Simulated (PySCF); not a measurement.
NMR data simulated for an unnamed compound:

¹H NMR (500 MHz, computed): δ 4.06 (m, 1H), 0.97 (s, 9H), 0.84 (m, 1H), 0.51 (m, 1H), -0.01 (m, 1H).

¹³C{¹H} NMR (computed): δ 62.4 (CH), 28.8 (CH3), 23.2 (C), 21.9 (CH), 4.6 (CH2).

Rapidly exchanging positions averaged, non-relativistic Hamiltonian, no solvent model, one conformer. NMR shieldings at HF/pcSseg-1/GIAO; PBE0-D3(BJ)/def2-SVP structure; PySCF.

Chemical shifts δ = σref − σ; ¹H, ¹³C vs TMS, all at this level.

Which of these does the molecule contain: a vinyl group CH=CH2, a tert-butyl group, a CF3 group, an amide, a three-membered ring?

Results:


- A vinyl group CH=CH2: no.
- A tert-butyl group: yes (δC 28.8, 23.2; δH 0.97 (s)).
- A CF3 group: no.
- An amide: no.
- A three-membered ring: yes.

The data belong to `InChI=1S/C7H13F/c1-7(2,3)5-4-6(5)8/h5-6H,4H2,1-3H3/t5-,6+/m1/s1`; they needn't prove each group on their own.

Carbon signals by region: 1 at 50–100 ppm, 4 below 50 ppm.

Splittings by ¹⁹F in the carbon and heteronuclear signals aren't shown, as no couplings were computed. Shifts are as computed. Against solution values, carbons near 30 ppm lie about -0 ppm off and those near 130 ppm about +7 ppm. Of 1211 compounds with measured shifts, 218 miss one by over three times the rms of a fit or turn the order of signals round; such compounds aren't used in these exercises. Multiplicities follow the n + 1 count of equivalent neighbours, as no J values were calculated; m marks all less simple cases, F and P coupling included.
